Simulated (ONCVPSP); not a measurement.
# Before and after: ONCV potential for Hf

Hf, optimised norm-conserving Vanderbilt (ONCV), made with ONCVPSP 4.0.1 (PBEsol, scalar-relativistic). Core [Kr] 4d10 4f14, reference 5s2 5p6 5d2 6s2. Waves: 5s+6s: rc 2.20 bohr, ncon 5, nbas 10, qcut 5.8 1/bohr, 2 projectors; 5p: rc 2.05 bohr, ncon 4, nbas 7, qcut 8.5 1/bohr, 1 projector; 5d: rc 2.30 bohr, ncon 5, nbas 10, qcut 6.2 1/bohr, 2 projectors, debl 2.8 Ha. Local part: polynomial inside 1.30 bohr (lpopt 5, dvloc0 4 Ha). Core correction: Teter function, fcfact 2.75, rcfact 1.7.

All-electron outer shells of the reference configuration (PBEsol, scalar-relativistic, ld1.x):

```json
{"shell": "5s", "level (eV)": "-67.04", "outermost node (bohr)": "0.55", "outermost maximum (bohr)": "1.01"}
{"shell": "5p", "level (eV)": "-35.59", "outermost node (bohr)": "0.60", "outermost maximum (bohr)": "1.16"}
{"shell": "4f", "level (eV)": "-16.86", "outermost node (bohr)": "–", "outermost maximum (bohr)": "0.45"}
{"shell": "6s", "level (eV)": "-5.13", "outermost node (bohr)": "1.37", "outermost maximum (bohr)": "2.89"}
{"shell": "5d", "level (eV)": "-2.71", "outermost node (bohr)": "0.67", "outermost maximum (bohr)": "1.69"}
```

Change: p: rc 3.04.

Cutoffs: the cutoffs (Ha) at which the residual kinetic energy of the hardest occupied pseudo-wave falls to 1 and 0.1 mHa per electron; they do not see the model core or the augmentation charge, which bear on the density cutoff. Errors are all-electron minus pseudo energies relative to the spin-unpolarised reference configuration.

Predict the effect on cutoff, ghosts and configuration errors.

The potential gets softer (18 Ha and 23 Ha → 12 Ha and 15 Ha); the errors of the 3 common tests hardly move; neither file shows a bound ghost. A larger radius leaves more room for a smooth pseudo-wave, so fewer plane waves are needed.

```tsv
quantity	base	changed
cutoff, loose	18 Ha	12 Ha
cutoff, tight	23 Ha	15 Ha
loose cutoff by channel	s 11 Ha, p 18 Ha, d 12 Ha	s 11 Ha, p 10 Ha, d 12 Ha
bound ghosts	none	none
GHOST(+) flags under 300 eV	none	none
tests with a reliable result	3 of 4	3 of 4
error for 5s2 5p6 5d2 6s1, meV [ΔE 8.01 eV]	-4.5	-4.5
error for 5s2 5p6 5d2 6s0, meV [ΔE 22.17 eV]	-16	-16
error for 5s2 5p6 5d1 6s2, meV [ΔE 6.54 eV]	-16	-16
s: phases at 2.24 bohr within 0.05 rad from the reference energy up to (Ha; the scan ends near 5)	3.7	3.7
d: phases at 2.33 bohr within 0.05 rad from the reference energy up to (Ha; the scan ends near 5)	to the end of the scan	to the end of the scan
rms error of d²Exc/dni dnj with the model core, mHa	1.08	1.05
```
